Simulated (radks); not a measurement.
Polarisability of the selenium ion Se6+, [Ar] 3d10, at imaginary frequency. Calculated with a radial shooting solver on a logarithmic mesh with Libxc functionals: non-relativistic Kohn-Sham, PBE, spin-polarised, spherical densities, point nucleus. Response by self-consistent Sternheimer equations with the Hartree and adiabatic LDA kernel.

w (hartree)  alpha1(iw) (bohr^3)  alpha2(iw) (bohr^5)
0.00266                   0.3827               0.3624
0.0143                    0.3827               0.3624
0.0360                    0.3827               0.3623
0.0697                    0.3826               0.3622
0.118                     0.3824               0.3618
0.186                     0.3819               0.3610
0.280                     0.3808               0.3593
0.413                     0.3787               0.3559
0.605                     0.3743               0.3490
0.892                     0.3651               0.3355
1.35                      0.3463               0.3103
2.12                      0.3089               0.2675
3.59                      0.2415               0.2037
6.94                      0.1417               0.1202
17.5                     0.04361              0.03688

Static values: alpha1 = 0.3827 bohr^3 (0.05671 angstrom^3; uncoupled 0.4491), alpha2 = 0.3624 bohr^5, alpha3 = 0.5117 bohr^7. C6 = 0.5595, C8 = 2.455, triple-dipole C9 = 0.1499 atomic units. One-pole (London) frequency 4 C6 / (3 alpha1^2) = 5.093 hartree, against 5.171 for minus the highest occupied eigenvalue.
